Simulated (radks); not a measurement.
These are the eigenvalues of the occupied orbitals of an atom or ion with whole-number occupations (hartree). All-electron calculation, Dirac Kohn-Sham, PBE, spin-unpolarised, spherical densities, finite nucleus; Fermi nuclear charge, rms radius of each element as measured or else 0.836 A^(1/3) + 0.57 fm. Program: a radial shooting solver on a logarithmic mesh with Libxc functionals.

orbital  eigenvalue
1s1/2     -690.8565
2s1/2     -96.60955
2p1/2     -88.65885
2p3/2     -85.13903
3s1/2     -16.11510
3p1/2     -13.12142
3p3/2     -12.55134
3d3/2      -7.26595
3d5/2      -7.15983
4s1/2      -2.13998
4p1/2      -1.31620
4p3/2      -1.23927
5s1/2      -0.14536
4d3/2      -0.11248

Which element is it, and in what charge state? The configuration may be excited.

Answer. Z = 41, niobium, charge 0: Nb in [Kr] 4d(3/2: 4, 5/2: 0) 5s1. The list shows which subshells hold electrons but not how many an open one holds; the 1s level, -690.86 hartree, gives Z - s = 37.2 by -(Z - s)^2/2, which with screening and relativity narrows Z to a few neighbours, and the depths of the outer levels then fix element, charge and occupations together.
